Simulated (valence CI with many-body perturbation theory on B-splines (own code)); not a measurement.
**Hyperfine factors and g values of As XX**

Calculated by valence CI with perturbative core correlation (CI+MBPT): four valence electrons over a frozen Dirac-Fock core [Ne], a basis of 11 s, 11 p, 9 d, 7 f, 5 g, 2 h, 1 i functions for each j, with the one-electron correlation potential Σ1 (screened to all orders), the two-electron term Σ2, the three-electron term Σ3, Breit, model QED; selected single and double excitations, second order for the rest (own B-spline code, finite nucleus).

No measured levels were compared; by estimate levels of excited configurations hold to 0.05 to 0.15 % of their energy, terms of the ground configuration to about 0.5 %.

A/g_I is the dipole constant over the nuclear g factor μ/I (μ in nuclear magnetons, uniformly magnetised nucleus), B/Q the quadrupole constant per barn. Both hold the static response of the core; the bare values leave it out. Large factors of s and p1/2 electrons are usually good to 5 to 10 %; those of open d and f shells near neutrality can be off by tens of per cent, and small factors of p3/2, d and f electrons come from cancelling terms and can be off by a factor of two or in sign, in half-filled shells by more. B is blank for J = 1/2, where it vanishes, and for nearly pure S terms. Energies count from the lowest level. Levels with J = 0 are left out.

Names give the largest LS component (configuration and term), which can be under half, so a name can repeat, a term be missing and a line seem to break the LS rules; names also repeat where a configuration has a term twice. Letters in brackets count levels of one name in rising energy.

```csv
Level,E (cm⁻¹),g,A/g_I (MHz),A/g_I bare,B/Q (MHz/b),B/Q bare
3s2 3p2 3P_1,41000,1.499,-716,-208,10600,10300
3s2 3p2 3P_2,62105,1.340,21700,21100,-1760,-1690
3s2 3p2 1D_2,124610,1.157,14900,14500,22900,22200
3s 3p3 5S°_2,376610,1.964,53400,52100,,
3s 3p3 3D°_1,474670,0.638,-27500,-26200,14200,13700
3s 3p3 3D°_2,477610,1.237,35200,33900,23500,22800
3s 3p3 3D°_3,493710,1.332,48500,46800,-2390,-2280
3s 3p3 3P°_1,553720,1.388,60800,58600,-15200,-14700
3s 3p3 3P°_2,555310,1.314,28800,28100,-21800,-21000
3s 3p3 1D°_2,604710,1.130,33600,32400,-10200,-9760
3s 3p3 3S°_1,657050,1.644,-14800,-12900,376,373
3s2 3p 3d 3F°_2,665040,0.693,16300,15900,14100,13900
3s2 3p 3d 3F°_3,686380,1.087,11200,11100,14600,14500
3s 3p3 1P°_1,721920,1.318,-9280,-8100,400,397
3s2 3p 3d 3F°_4,724790,1.249,5820,6000,25600,25100
3s2 3p 3d 3P°_2 [a],744380,1.295,4190,4510,5130,5180
3s2 3p 3d 3D°_1,756380,0.847,-12400,-11300,3490,3510
3s2 3p 3d 1D°_2,787320,1.067,4210,4430,-4020,-3760
3s2 3p 3d 3D°_3,799030,1.309,10900,11000,-9560,-9080
3s2 3p 3d 3P°_1,800030,1.171,6810,7090,-11200,-11000
3s2 3p 3d 3P°_2 [b],807900,1.290,14300,14300,-15300,-14800
3s2 3p 3d 1F°_3,866260,1.016,8200,8160,23000,22600
3s2 3p 3d 1P°_1,890610,0.983,-1520,-1080,3320,3340
3p4 3P_2,954190,1.398,17300,17300,2230,2220
3s 3p2 3d 5F_1,986860,0.160,-34200,-32700,-122,13.3
3s 3p2 3d 5F_2,995440,1.054,10200,10200,4990,4980
3p4 3P_1,1001200,1.399,8600,9020,-6390,-6200
3s 3p2 3d 5F_3,1008400,1.290,20700,20300,8840,8820
3p4 1D_2,1018200,1.099,24600,23900,-27400,-26500
3s 3p2 3d 5F_4,1028400,1.362,23600,23100,6840,6960
3s 3p2 3d 5D_1,1040500,1.458,27700,27300,-11100,-10800
3s 3p2 3d 5D_2,1041900,1.394,26700,26300,-13100,-12700
3s 3p2 3d 5D_3,1044500,1.401,31900,31200,-11000,-10500
3s 3p2 3d 5F_5,1050800,1.391,28400,27700,-15500,-14500
```

**Question.** Take the isotope of mass number 75, with I = 3/2, μ = 1.4383 μN and Q = 0.311 b. What is the hyperfine structure of 3s 3p3 3P°_1?

**Answer.** From the table A = 58300 MHz, B = -4730 MHz. Shifts from the centre of gravity in MHz: F = 1/2: -152000, F = 3/2: -53600, F = 5/2: 86300.
